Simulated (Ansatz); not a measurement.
Computed with Ansatz on PBE0-D4/def2-TZVP structures; ΔE is electronic, products minus reactants. CBS: MP2 limit from def2 TZ/QZ plus the TZ coupled-cluster correction, frozen cores. Functionals use def2-TZVPP.

Reaction (substitution at a C–C bond): `CC1BB1F` + `C=C1N[SiH2]1` → `C=C1[SiH2]N1C` + `FB1BC1`

| level | ΔE (kJ/mol) | difference from CCSD(T)/CBS |
| --- | --- | --- |
| r2SCANh-D4 | 19.7 | -0.7 |
| CAM-B3LYP-D4 | 14.7 | -5.7 |
| revPBE | 21.7 | 1.3 |
| PBE0 | 20.5 | 0.1 |
| r2SCAN0 | 20.2 | -0.2 |
| HF/def2-TZVPP | 16.2 | -4.2 |
| CCSD/def2-TZVPP | 19.3 | -1.1 |
| HF/def2-QZVPP | 16.0 | -4.4 |
| SCS-MP2/def2-QZVPP | 19.5 | -0.9 |
| MP2/CBS(def2) | 20.7 | 0.3 |
| CCSD(T)/CBS | 20.4 | 0 |

Largest T1 diagnostic among the species: 0.014.

At CCSD(T), def2-SVP lies −5.2 kJ/mol from the extrapolated value and def2-TZVPP −0.6 kJ/mol. Leaving LDA and LC-ωPBE aside and taking each functional with its dispersion term where it has one, the values, not all of them listed here, spread over 5.9 kJ/mol, from BLYP-D4 to PBE-QIDH.
